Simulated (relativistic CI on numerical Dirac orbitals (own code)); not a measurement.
# Ir2+ (5d7) in a crystal field

Calculated by Dirac-Coulomb-Breit CI, separate exchange-only KLI orbitals for each configuration, model QED (radiative potential, 1s self-energy scaled to tabulated hydrogen-like ionisation energies), valence Slater integrals scaled by 0.7, one configuration in a parametric crystal field (own radial code).

Field parameters in Wybourne normalisation: Oh B⁴₀ = 21Dq, B⁴₄ = √(5/14) B⁴₀. The field is a parameter set, without covalency.

S is read from ⟨S²⟩ = S(S + 1).

Levels (cm⁻¹, degeneracy): 0 (4), 22298 (2), 23930 (4), 28280 (2), 28517 (4), 33011 (4), 36361 (2), 36366 (4), 37188 (2), 39903 (4), 41590 (2), 47472 (2).

Problem. Which field gives this pattern?
A. Oh, 10Dq = 36450 cm⁻¹
B. Oh, 10Dq = 14350 cm⁻¹
C. Oh, 10Dq = 23200 cm⁻¹
D. Oh, 10Dq = 5500 cm⁻¹

Solution. A. Oh, 10Dq = 36450 cm⁻¹, ground level with S = 0.55.
